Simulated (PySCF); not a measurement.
```xyz
4
charge -1 multiplicity 1, angstrom
Pb    0.0000   -0.3996    0.0005
Cl    0.0029    0.7867    2.3343
Cl    2.0210    0.7823   -1.1712
Cl   -2.0239    0.7823   -1.1661
```

Method: PySCF, PBE0, basis Pb def2-SVPD with ECP60, Cl def2-SVPD (scalar-relativistic core potentials, no spin–orbit coupling, density fitting).

This geometry of [PbCl3]- is a stationary point at this level.

Task: What is the point group?

Result: C3v.

Task: Is it a minimum?

Result: Yes: all harmonic wavenumbers are real.

Task: Which band is strongest in the infrared?

Result: 242 cm⁻¹ (e), 205 km/mol.

Task: What are the dipole moment and the gap between the highest occupied and lowest empty levels?

Result: 6.00 D about the centre of mass and 5.74 eV.

Task: Give the atomic charges and bond orders.

Result: 
```json
{"atom": "Pb1", "Mulliken": "1.18", "Löwdin": "0.56", "polar tensor": "1.41", "Mayer order to Pb1": "–"}
{"atom": "Cl2,3,4", "Mulliken": "-0.73", "Löwdin": "-0.52", "polar tensor": "-0.80", "Mayer order to Pb1": "0.54"}
```

This need not be the most stable arrangement of these atoms. The lowest empty level of this anion is unbound, so it and the gap depend on the basis. No spin–orbit coupling is included, which matters more the heavier the element.
